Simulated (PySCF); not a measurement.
C4H3O3S2 (charge -1).
Structure used (PBE0-D3(BJ)/def2-SVP), in Å, numbered top down from 1:
```
atom  x, y, z in Å
O1     2.448   -1.387    0.154
S2     2.215    0.069    0.097
O3     2.541    0.803    1.331
O4     2.666    0.727   -1.142
C5     0.409    0.171    0.010
C6    -0.473   -0.878   -0.010
C7    -1.833   -0.459   -0.070
C8    -1.960    0.907   -0.095
S9    -0.422    1.680   -0.045
H10   -0.109   -1.905    0.021
H11   -2.686   -1.141   -0.094
H12   -2.876    1.496   -0.138
```

The calculation used PBE0-D3(BJ)/def2-SVP geometry optimisation, gas phase in PySCF.

Take the most abundant isotopes and a rigid rotor. 

Question: What are A, B and C (MHz)?

Answer: Ia = 191.15, Ib = 541.39, Ic = 634.39 u·Å²; 505379 MHz·u·Å²/I gives A = 2644, B = 933.5, C = 796.6 MHz.

Question: Classify the top.

Answer: An asymmetric top: κ = (2 × 933.5 − 2644 − 796.6)/(2644 − 796.6) = -0.85.

Question: What does the inertial defect say?

Answer: Not planar: Δ = Ic − Ia − Ib = -98.16 u·Å². For a rigid frame Δ = −2 Σ m c², so Σ m c² = 49.08 u·Å² lies off the ab plane: 0.00 from hydrogen and 49.08 from heavier atoms. The atom farthest from that plane is 1.25 Å away.

Question: Give the other two planar moments, Paa and Pbb, and the rms extents of the mass along the axes.

Answer: Paa = Σ m a² = (Ib + Ic − Ia)/2 = 492.32 and Pbb = Σ m b² = (Ia + Ic − Ib)/2 = 142.07 u·Å². With the mass M = 162.95 u, the rms extents √(P/M) along a, b and c are 1.74, 0.93, 0.55 Å.

Question: List the rotational levels J(Ka,Kc) to J = 3 (K).

Answer: Above 0(0,0), as E/k:
J = 1: 1(0,1) 0.083, 1(1,1) 0.165, 1(1,0) 0.172
J = 2: 2(0,2) 0.249, 2(1,2) 0.325, 2(1,1) 0.344, 2(2,1) 0.591, 2(2,0) 0.591
J = 3: 3(0,3) 0.496, 3(1,3) 0.564, 3(1,2) 0.603, 3(2,2) 0.840, 3(2,1) 0.842, 3(3,1) 1.267, 3(3,0) 1.267
The levels of one J sum to (2J + 1)J(J + 1)(A + B + C)/3.

Question: Which lines would a microwave search look for?

Answer: The dipole components (about the centre of mass, as the species is charged) are |μa| = 7.23 D, |μb| = 0.42 D, |μc| = 0.00 D; the mirror of this Cs structure is the ab plane, so μc vanishes by symmetry (the 0.01 D computed is a residue) and there are no c-type lines. Intensities carry the squares of the components, which stand as 1.00 : 0.00 (a : b). Some lines, for components of 0.1 D or more:

```
type  branch         J(Ka,Kc)    MHz  lower level (cm⁻¹)
   a       R  1(0,1) ← 0(0,0)   1730               0.000
   b       R  2(0,2) ← 1(1,1)   1742               0.115
   b       Q  2(1,1) ← 2(0,2)   1992               0.173
   b       R  1(1,1) ← 0(0,0)   3441               0.000
   b       R  3(0,3) ← 2(1,2)   3578               0.226
   a       R  2(1,1) ← 1(1,0)   3597               0.119
   b       Q  4(2,2) ← 4(1,3)   4785               0.659
   b       Q  2(2,0) ← 2(1,1)   5139               0.239
   b       Q  4(2,3) ← 4(1,4)   6034               0.613
   a       R  4(0,4) ← 3(0,3)   6843               0.345
   a       R  4(2,2) ← 3(2,1)   6992               0.585
   b       R  4(1,4) ← 3(0,3)   8035               0.345
   b       Q  4(3,1) ← 4(2,2)   8806               0.818
   b       R  2(2,0) ← 1(1,1)   8873               0.115
   b       R  3(2,1) ← 2(1,2)  10771               0.226
   b       Q  4(4,0) ← 4(3,1)  12436               1.112
   b       Q  4(4,1) ← 4(3,2)  12438               1.112
   b       R  3(3,1) ← 2(2,0)  14081               0.411
   b       R  3(3,0) ← 2(2,1)  14090               0.410
   b       R  4(3,1) ← 3(2,2)  15836               0.584
   b       R  4(4,1) ← 3(3,0)  19373               0.880
   b       R  4(4,0) ← 3(3,1)  19374               0.880
```

Question: Estimate the classical rotational partition function at 25 K, 50 K and 200 K.

Answer: Point group Cs, symmetry number σ = 1; q = (√π/σ)·√((kT/h)³/(ABC)), k/h = 20836.6 MHz/K: 15000 at 25 K, 42500 at 50 K, 340000 at 200 K.

Stationary, but not proved a minimum. No vibrational averaging or centrifugal distortion is included, and the geometry carries the error of its method.
